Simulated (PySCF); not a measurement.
## [Pb(SH)3]− at several levels of theory

Computed with PySCF 2.14.0 (density fitting, no spin-orbit coupling) at the geometry relaxed with PBE:

```xyz
7
[Pb(SH)3]− (singlet)
Pb    0.0000    0.0000    0.6034
S     2.3357   -0.3755   -0.7083
H     2.9458    0.5406    0.0996
S    -0.8426    2.2105   -0.7083
H    -1.9411    2.2809    0.0996
S    -1.4931   -1.8350   -0.7083
H    -1.0048   -2.8214    0.0996
```

```
level                                              basis    state  HOMO (eV)  gap (eV)  charge on Pb1 (e)  dipole about the centre of mass (D)  largest force component (eV/Å)
  PBE     Pb def2-SVP with ECP60, S def2-SVP, H def2-SVP  singlet      -0.54      3.64               0.22                                 5.68                            0.01
  PBE  Pb def2-TZVP with ECP60, S def2-TZVP, H def2-TZVP  singlet      -1.01      3.49               0.47                                 6.01                            0.20
  PBE          Pb x2c-SVPall, S x2c-SVPall, H x2c-SVPall  singlet      -0.54      3.64               0.24                                 5.64                            0.66
```

Charges are Mulliken's, which hang on the basis. The relaxation used the grid (50, 194), these runs (75, 302) or, all-electron (x2c bases, spin-free X2C Hamiltonian), (99, 590).

Order these levels, in the first row's basis, by the HOMO–LUMO gap they give here, smallest first.
A. BLYP
B. TPSSh
C. TPSS
D. HF

A (3.56 eV), C (3.84 eV), B (4.51 eV), D (10.34 eV).

And their other results?


```csv
level,state,HOMO (eV),gap (eV),charge on Pb1 (e),dipole about the centre of mass (D),largest force component (eV/Å)
BLYP,singlet,-0.30,3.56,0.21,5.44,0.31
TPSS,singlet,-0.69,3.84,0.29,5.91,0.09
TPSSh,singlet,-1.11,4.51,0.33,6.05,0.18
HF,singlet,-3.81,10.34,0.56,6.58,0.52
```

In the first row's basis the gap widens with exact exchange: 3.6 to 3.8 eV for BLYP, PBE, TPSS (none); 4.5 eV for TPSSh (a fixed share); 10.3 eV for Hartree–Fock (rising or full at long range).
